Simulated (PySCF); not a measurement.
PySCF job for Al(Br)(OH)2 (AlBrH2O2), SMILES [OH][Al]([OH])[Br], TDA-PBE0/def2-SVPD. Coordinates come from a r2SCAN-D4/def2-SVP optimisation. One conformer was computed; it need not be the lowest.

```python
import numpy as np
from pyscf import gto, scf, dft, tdscf

mol = gto.M(
    atom='''
    Al    0.00000000   -0.00000000   -0.96713733
    Br   -0.00000000    0.00000000    1.28860986
    O    -0.00000000    1.44110298   -1.84829164
    H     0.00000000    2.32687633   -1.47794678
    O     0.00000000   -1.44110299   -1.84829163
    H    -0.00000001   -2.32687632   -1.47794678
    ''',
    basis='def2-SVPD',
    charge=0,
    spin=0,
    symmetry=True,
    max_memory=1600,
    verbose=4,
)
mf = dft.RKS(mol, xc='pbe0').density_fit(auxbasis='def2-universal-jkfit')
mf.grids.level = 3
mf.conv_tol = 1e-9
mf.max_cycle = 100
mf.kernel()
mf.grids = dft.Grids(mol).set(level=1).build(with_non0tab=True)  # coarser grid for the response kernel
td = tdscf.TDA(mf)
td.singlet = True
td.nstates = 10
td.conv_tol = 1e-4
td.kernel(x0=td.get_init_guess(mf, 15))
td.analyze()
tt = tdscf.TDA(mf)
tt.singlet = False
tt.nstates = 4
tt.conv_tol = 1e-4
tt.kernel(x0=tt.get_init_guess(mf, 9))
tt.analyze(verbose=3)
```

It prints:

```
PySCF version 2.14.0

[INPUT] verbose = 4
[INPUT] num. atoms = 6
[INPUT] num. electrons = 66
[INPUT] charge = 0
[INPUT] spin (= nelec alpha-beta = 2S) = 0
[INPUT] symmetry True subgroup None
[INPUT] Mole.unit = angstrom
[INPUT] Symbol           X                Y                Z      unit          X                Y                Z       unit  Magmom
[INPUT]  1 Al     0.000000000000   0.000000000000  -0.967137330000 AA    0.000000000000   0.000000000000  -1.827624678543 Bohr   0.0
[INPUT]  2 Br     0.000000000000   0.000000000000   1.288609860000 AA    0.000000000000   0.000000000000   2.435119716814 Bohr   0.0
[INPUT]  3 O      0.000000000000   1.441102980000  -1.848291640000 AA    0.000000000000   2.723289949495  -3.492764997923 Bohr   0.0
[INPUT]  4 H      0.000000000000   2.326876330000  -1.477946780000 AA    0.000000000000   4.397158989433  -2.792914640883 Bohr   0.0
[INPUT]  5 O      0.000000000000  -1.441102990000  -1.848291630000 AA    0.000000000000  -2.723289968392  -3.492764979026 Bohr   0.0
[INPUT]  6 H     -0.000000010000  -2.326876320000  -1.477946780000 AA   -0.000000018897  -4.397158970536  -2.792914640883 Bohr   0.0

nuclear repulsion = 296.68627409935
point group symmetry = C2v
symmetry origin: [-2.86322140e-10 -2.00425501e-09  2.57689922e-09]
symmetry axis x: [ 1.00000000e+00 -5.28149510e-10 -1.14299087e-10]
symmetry axis y: [-5.28149510e-10 -1.00000000e+00  2.08751129e-10]
symmetry axis z: [1.14299087e-10 2.08751002e-10 1.00000000e+00]
num. orbitals of irrep A1 = 53
num. orbitals of irrep A2 = 15
num. orbitals of irrep B1 = 23
num. orbitals of irrep B2 = 36
number of shells = 51
number of NR pGTOs = 211
number of NR cGTOs = 127
basis = def2-SVPD
ecp = {}


[settings echo left out]
init E= -2966.43761417768
HOMO (B2) = -0.353377163802052  LUMO (A1) = -0.0962463600671164  gap/eV = 6.99689
cycle= 1 E= -2967.16764865942  delta_E= -0.73  |g|= 1.01  |ddm|= 3.05
HOMO (A2) = -0.177511216086176  LUMO (A1) = -0.0232227093154203  gap/eV = 4.19840
cycle= 2 E= -2966.69276257972  delta_E= 0.475  |g|= 1.82  |ddm|= 2.78
HOMO (B2) = -0.304189209964989  LUMO (A1) = -0.0434583247534337  gap/eV = 7.09485
cycle= 3 E= -2967.36197734748  delta_E= -0.669  |g|= 0.0887  |ddm|= 1.83
HOMO (B2) = -0.328659696957575  LUMO (A1) = -0.0421277929245951  gap/eV = 7.79693
cycle= 4 E= -2967.36384828992  delta_E= -0.00187  |g|= 0.0478  |ddm|= 0.23
HOMO (B2) = -0.321690060245739  LUMO (A1) = -0.0420260548276157  gap/eV = 7.61005
cycle= 5 E= -2967.36439392987  delta_E= -0.000546  |g|= 0.00786  |ddm|= 0.0759
HOMO (B2) = -0.320599675641147  LUMO (A1) = -0.0414892759880949  gap/eV = 7.59498
cycle= 6 E= -2967.36440239653  delta_E= -8.47e-06  |g|= 0.00117  |ddm|= 0.00898
HOMO (B2) = -0.320615995495867  LUMO (A1) = -0.0416108817563412  gap/eV = 7.59212
cycle= 7 E= -2967.36440267707  delta_E= -2.81e-07  |g|= 0.000471  |ddm|= 0.00188
HOMO (B2) = -0.320597659070475  LUMO (A1) = -0.0415743696792479  gap/eV = 7.59261
cycle= 8 E= -2967.36440274338  delta_E= -6.63e-08  |g|= 2.92e-05  |ddm|= 0.000674
HOMO (B2) = -0.320601174249108  LUMO (A1) = -0.0415758746082422  gap/eV = 7.59267
cycle= 9 E= -2967.36440274371  delta_E= -3.26e-10  |g|= 7.72e-06  |ddm|= 7.25e-05
HOMO (B2) = -0.32060030768204  LUMO (A1) = -0.0415755309775636  gap/eV = 7.59265
Extra cycle  E= -2967.36440274372  delta_E= -1.46e-11  |g|= 6.6e-06  |ddm|= 1.72e-05
converged SCF energy = -2967.36440274372
tot grids = 28992


******** <class 'pyscf.tdscf.rks.TDA'> for <class 'pyscf.df.df_jk.DFSymAdaptedRKS'> ********
nstates = 10 singlet
deg_eia_thresh = 1.000e-03
wfnsym = None
conv_tol = 0.0001
eigh lindep = 1e-12
eigh level_shift = 0
eigh max_cycle = 100


Excitation energies (eV)
[6.35473665 6.45568919 6.90128638 7.2558295  7.34760329 7.6746187
 7.73376687 7.83178424 8.19214993 8.42084072]

** Singlet excitation energies and oscillator strengths **
Excited State   1:   B2      6.35474 eV    195.11 nm  f=0.0465
      33 -> 34       -0.70062
Excited State   2:   B1      6.45569 eV    192.05 nm  f=0.0197
      32 -> 34        0.69862
Excited State   3:   A2      6.90129 eV    179.65 nm  f=0.0000
      31 -> 34        0.69779
Excited State   4:   A2      7.25583 eV    170.88 nm  f=0.0000
      33 -> 35        0.70489
Excited State   5:   A1      7.34760 eV    168.74 nm  f=0.0871
      30 -> 34        0.61480
      32 -> 35        0.33305
Excited State   6:   B1      7.67462 eV    161.55 nm  f=0.1647
      29 -> 34        0.69242
Excited State   7:   B2      7.73377 eV    160.32 nm  f=0.0009
      28 -> 34       -0.67170
      31 -> 35        0.17375
Excited State   8:   A1      7.83178 eV    158.31 nm  f=0.1637
      30 -> 34        0.28980
      32 -> 35       -0.54496
      33 -> 36        0.28816
      33 -> 44        0.10661
Excited State   9:   B1      8.19215 eV    151.35 nm  f=0.0007
      30 -> 35       -0.70173
Excited State  10:   A2      8.42084 eV    147.23 nm  f=0.0000
      32 -> 36       -0.68990

** Transition electric dipole moments (AU) **
state          X           Y           Z        Dip. S.      Osc.
  1        -0.0000     -0.5463     -0.0000      0.2985      0.0465
  2         0.3527     -0.0000     -0.0000      0.1244      0.0197
  3         0.0000     -0.0000     -0.0000      0.0000      0.0000
  4        -0.0000     -0.0000     -0.0000      0.0000      0.0000
  5         0.0000      0.0000      0.6958      0.4841      0.0871
  6         0.9360      0.0000      0.0000      0.8760      0.1647
  7        -0.0000     -0.0691      0.0000      0.0048      0.0009
  8         0.0000      0.0000      0.9237      0.8532      0.1637
  9         0.0585      0.0000      0.0000      0.0034      0.0007
 10        -0.0000      0.0000      0.0000      0.0000      0.0000

** Transition velocity dipole moments (imaginary part, AU) **
state          X           Y           Z        Dip. S.      Osc.
  1        -0.0000     -0.1292      0.0000      0.0167      0.0477
  2         0.0700     -0.0000      0.0000      0.0049      0.0138
  3        -0.0000     -0.0000      0.0000      0.0000      0.0000
  4        -0.0000      0.0000     -0.0000      0.0000      0.0000
  5         0.0000     -0.0000      0.1902      0.0362      0.0893
  6         0.2016      0.0000      0.0000      0.0406      0.0960
  7        -0.0000     -0.0098     -0.0000      0.0001      0.0002
  8         0.0000     -0.0000      0.1853      0.0344      0.0796
  9         0.0018      0.0000      0.0000      0.0000      0.0000
 10        -0.0000     -0.0000     -0.0000      0.0000      0.0000

** Transition magnetic dipole moments (imaginary part, AU) **
state          X           Y           Z
  1        -0.3952     -0.0000      0.0000
  2         0.0000     -0.6676      0.0000
  3         0.0000      0.0000      0.8114
  4        -0.0000     -0.0000     -0.2675
  5         0.0000      0.0000     -0.0000
  6        -0.0000      0.6153     -0.0000
  7         0.3485      0.0000     -0.0000
  8        -0.0000      0.0000     -0.0000
  9         0.0000     -0.9673     -0.0000
 10        -0.0000     -0.0000      0.1444


******** <class 'pyscf.tdscf.rks.TDA'> for <class 'pyscf.df.df_jk.DFSymAdaptedRKS'> ********
nstates = 4 triplet
deg_eia_thresh = 1.000e-03
wfnsym = None
conv_tol = 0.0001
eigh lindep = 1e-12
eigh level_shift = 0
eigh max_cycle = 100


Excitation energies (eV)
[6.07169557 6.18389374 6.58855486 6.81068968]

** Triplet excitation energies and oscillator strengths **
Excited State   1:   B2      6.07170 eV    204.20 nm  f=0.0000
Excited State   2:   B1      6.18389 eV    200.50 nm  f=0.0000
Excited State   3:   A2      6.58855 eV    188.18 nm  f=0.0000
Excited State   4:   A1      6.81069 eV    182.04 nm  f=0.0000
```

Self-consistency was reached.

Cost: about 80 core-seconds (a rough figure).
